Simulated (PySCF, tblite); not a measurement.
Species: C3H9PSi.
SMILES with atom numbers: `[PH2:1][SiH2:2][CH:3]1[CH2:4][CH2:5]1` (hydrogens: H6, H7 on P1; H8, H9 on Si2; H10 on C3; H11, H12 on C4; H13, H14 on C5)

Computed with GFN2-xTB (tblite), gas phase: Langevin dynamics at 200 K from the optimised GFN2-xTB geometry, time step 0.5 fs, friction 0.01 fs⁻¹, 2000 steps. Over the second half of the run the saved frames average 189 K.

Frame at 250 fs, instantaneous temperature 343 K:
```
atom  x, y, z in Å
P1      1.909   -2.296    0.435
Si2     1.063   -0.376   -0.380
C3     -0.802   -0.445   -0.100
C4     -1.721    0.630   -0.628
C5     -1.378    0.503    0.835
H6      2.368   -1.830    1.655
H7      3.033   -2.022   -0.265
H8      1.503   -0.183   -1.788
H9      1.656    0.770    0.372
H10    -1.181   -1.467   -0.065
H11    -1.298    1.465   -1.150
H12    -2.748    0.380   -0.921
H13    -0.760    1.248    1.287
H14    -2.137    0.226    1.582
```

Frame at 425 fs, instantaneous temperature 218 K:
```
atom  x, y, z in Å
P1      2.143   -2.362   -0.107
Si2     1.106   -0.392   -0.274
C3     -0.711   -0.652   -0.112
C4     -1.597    0.564   -0.161
C5     -1.440   -0.258    1.115
H6      1.361   -2.878    0.896
H7      3.079   -1.912    0.815
H8      1.584   -0.078   -1.632
H9      1.454    0.766    0.580
H10    -0.991   -1.493   -0.714
H11    -1.167    1.521   -0.329
H12    -2.601    0.536   -0.568
H13    -0.898    0.230    1.927
H14    -2.368   -0.738    1.395
```

Frame at 625 fs, instantaneous temperature 211 K:
```
atom  x, y, z in Å
P1      1.901   -2.428   -0.209
Si2     1.404   -0.276    0.086
C3     -0.465   -0.330    0.051
C4     -1.356    0.838    0.029
C5     -1.329    0.017    1.252
H6      1.173   -2.962    0.816
H7      3.110   -2.394    0.530
H8      2.001    0.610   -1.027
H9      1.840    0.407    1.257
H10    -0.819   -1.232   -0.485
H11    -0.935    1.856   -0.002
H12    -2.300    0.745   -0.551
H13    -0.768    0.395    2.122
H14    -2.191   -0.600    1.459
```

Frame at 800 fs, instantaneous temperature 284 K:
```
atom  x, y, z in Å
P1      1.942   -2.656   -0.210
Si2     1.496   -0.522    0.401
C3     -0.342   -0.136   -0.069
C4     -0.873    1.270    0.197
C5     -1.359    0.098    1.008
H6      1.259   -3.317    0.827
H7      3.164   -2.768    0.398
H8      2.386    0.385   -0.359
H9      1.931   -0.340    1.830
H10    -0.725   -0.629   -0.985
H11    -0.294    2.070    0.665
H12    -1.596    1.696   -0.523
H13    -1.074    0.019    2.052
H14    -2.355   -0.250    0.804
```

Frame at 1000 fs, instantaneous temperature 160 K:
```
atom  x, y, z in Å
P1      1.839   -2.589   -0.125
Si2     1.526   -0.483    0.561
C3     -0.136    0.029   -0.139
C4     -0.774    1.222    0.491
C5     -1.256   -0.114    0.903
H6      0.747   -3.116    0.536
H7      2.568   -2.839    0.969
H8      2.670    0.223   -0.075
H9      1.501   -0.487    2.018
H10    -0.389   -0.168   -1.120
H11    -0.233    1.664    1.314
H12    -1.404    1.836   -0.032
H13    -1.038   -0.417    1.917
H14    -2.229   -0.525    0.589
```

**Question.** What do single points at PBE0/pcSseg-1 (PySCF, gas phase) give on these frames?

**Answer.** 
| t (fs) | GFN2-xTB E above start (eV) | DFT E above lowest frame (eV) | HOMO (eV) | LUMO (eV) | dipole (D) |
| --- | --- | --- | --- | --- | --- |
| 250 | 0.19 | 0.11 | -7.36 | 0.26 | 1.04 |
| 425 | 0.30 | 0.22 | -7.40 | 0.08 | 1.69 |
| 625 | 0.24 | 0.10 | -7.40 | 0.16 | 1.34 |
| 800 | 0.16 | 0.00 | -7.13 | 0.38 | 1.53 |
| 1000 | 0.35 | 0.35 | -7.24 | 0.50 | 1.93 |

The two levels order the frames alike by energy but for pairs within 0.08 eV at one level; measured from each level's lowest frame they differ by 0.16 eV at most. The HOMO–LUMO gap runs from 7.48 to 7.74 eV. These are instantaneous structures, not minima.

**Question.** And the isotropic GIAO shieldings (ppm) from the same runs?

**Answer.** 
```csv
atom,250 fs,425 fs,625 fs,800 fs,1000 fs,mean,range
P1,629.5,647.8,620.5,602.0,648.9,629.7,46.9
Si2,378.4,386.4,384.0,387.2,381.3,383.5,8.8
C3,186.6,191.3,190.2,185.8,196.5,190.1,10.7
C4,186.0,184.8,175.6,179.5,184.2,182.0,10.4
C5,176.9,181.6,179.2,179.4,179.0,179.2,4.7
H6,30.4,31.1,30.9,30.0,31.0,30.7,1.1
H7,31.0,30.4,29.7,30.7,31.8,30.7,2.1
H8,27.0,26.9,26.5,27.1,26.8,26.9,0.6
H9,27.1,27.9,28.1,26.7,27.8,27.5,1.4
H10,31.4,31.8,31.7,31.0,33.4,31.9,2.4
H11,31.8,31.9,30.4,30.8,31.7,31.3,1.5
H12,30.7,31.2,30.0,30.4,32.1,30.9,2.1
H13,31.7,31.0,30.9,31.1,31.7,31.3,0.8
H14,30.3,30.8,30.9,31.1,30.4,30.7,0.8
```

The cost below is that of the whole dynamics run. Hardware: one thread of an Arm Neoverse V1, on a shared host. Cost: 12 s wall, 0.18 GiB resident at most.
